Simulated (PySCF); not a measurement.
# Vertical excitation energies

C2H6N2Si.
InChI=1S/C2H6N2Si/c3-5-2-1-4-5/h1,5H,2-3H2/t5-/m0/s1

Theory: TDDFT wB97X-D/def2-SVPD, vertical, gas phase, core orbitals frozen in the response (PySCF 2.14.0, density-fitted response routines). One conformer (not necessarily the lowest) at the GFN2-xTB geometry, without solvent, vibrations or thermal averaging. Torsions of this conformer, `[NH2:1][Si@@H:2]1[CH2:3][CH:4]=[N:5]1`: H–N1–Si2–C3 59°, H–N1–Si2–C3 -165°.

| state | E (eV) | E (kJ/mol) | λ (nm) | f | main configurations (H = HOMO, L = LUMO) |
| --- | --- | --- | --- | --- | --- |
| S1 | 4.32 | 417 | 286.7 | 0.0005 | H→L (89%) |
| S2 | 6.52 | 629 | 190.2 | 0.011 | H-1→L (55%), H-2→L (30%) |
| S3 | 6.59 | 636 | 188.1 | 0.026 | H→L+1 (45%), H→L+2 (29%), H→L+3 (9%) |
| S4 | 6.88 | 663 | 180.3 | 0.045 | H→L+2 (60%), H→L+1 (20%) |
| S5 | 6.98 | 673 | 177.6 | 0.0008 | H→L+3 (67%), H-2→L (11%) |
| S6 | 7.30 | 705 | 169.8 | 0.045 | H-2→L (34%), H-1→L (29%), H→L+1 (11%) |
| S7 | 7.75 | 748 | 160.0 | 0.037 | H-3→L (35%), H-1→L+1 (25%), H-1→L+2 (13%) |
| S8 | 7.86 | 758 | 157.7 | 0.0088 | H-1→L+1 (29%), H-3→L (28%), H→L+4 (13%) |

Triplets (Tamm–Dancoff): T1 3.77 eV, H→L (84%), H→L+1 (9%); T2 5.18 eV, H-3→L (56%), H-1→L (16%), H-2→L (11%); T3 6.29 eV, H→L+1 (32%), H→L+2 (32%), H→L+3 (14%).

The lowest singlet lies at 4.32 eV (287 nm, ultraviolet) and is very weak; its leading configuration is HOMO→LUMO (89%). The largest oscillator strength of a single state is 0.045. Löwdin shares by element: HOMO nitrogen 57% or more, carbon 20%, silicon 9%; LUMO carbon 42%, nitrogen 27% or more, silicon 10% (atoms not listed hold the other 20%). Orbital energies (eV): HOMO-3 -10.84, HOMO-2 -10.52, HOMO-1 -9.98, HOMO -8.55, LUMO 1.47, LUMO+1 2.26, LUMO+2 2.51. The oscillator strengths of these states sum to 0.174; summed over the whole spectrum of an exact calculation they would give the number of electrons, 46 (Thomas–Reiche–Kuhn). Of the 8 states listed, 5 reach f = 0.01 and none stays under 0.0005. Only the lowest 8 singlets were computed, as vertical energies without vibronic structure.
